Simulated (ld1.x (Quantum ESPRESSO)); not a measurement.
# Transferability test, PAW potential for carbon

```json
{
 "Element": "C",
 "Generator": "ld1.x (Quantum ESPRESSO) 7.5",
 "Type": "PAW",
 "Functional": "BP86",
 "Relativity": "scalar-relativistic",
 "Frozen core": "[He]",
 "Valence charge": "4",
 "Reference configuration": "2s2 2p2",
 "Partial waves": "2s (bound): rcut 1.15, rcutus 1.25 bohr; 2s channel at -0.6 Ry: rcut 1.15, rcutus 1.25 bohr; 2p (bound): rcut 1.65, rcutus 1.75 bohr; 2p channel at 0.75 Ry: rcut 1.65, rcutus 1.75 bohr",
 "Local potential": "all-electron potential smoothed inside 1.10 bohr (lloc = -1)",
 "Core correction": "Bessel-smoothed model core inside 1.25 bohr",
 "Augmentation charge": "BESSEL, radius 1.30 bohr"
}
```

Energies are relative to the spin-unpolarised reference configuration 2s2 2p2; without spin polarisation the order of configurations can differ from experiment.

| valence configuration | charge | ΔE all-electron (eV) | error AE − PS (meV) |
| --- | --- | --- | --- |
| 2s2 2p1 | +1 | 10.943 | -0.2 |
| 2s2 2p0 | +2 | 35.140 | +0.1 |
| 2s1 2p0 | +3 | 83.416 | -13 |
| 2s1 2p3 | 0 | 8.486 | -0.6 |
| 2s2 2p1.5 | +0.5 | 4.007 | -0.1 |

Task: What are ΔE and the potential's error for 2s2 2p2.3?

Result: ΔE = -1.188 eV all-electron; the error (AE − PS) is 0.0 meV.

Task: What are ΔE and the potential's error for 2s1 2p2?

Result: ΔE = 19.727 eV all-electron; the error (AE − PS) is -1.4 meV.

Levels in the configuration 2s1 2p0:

```
level  all-electron (eV)  pseudo (eV)
   2s            -56.170      -56.197
```
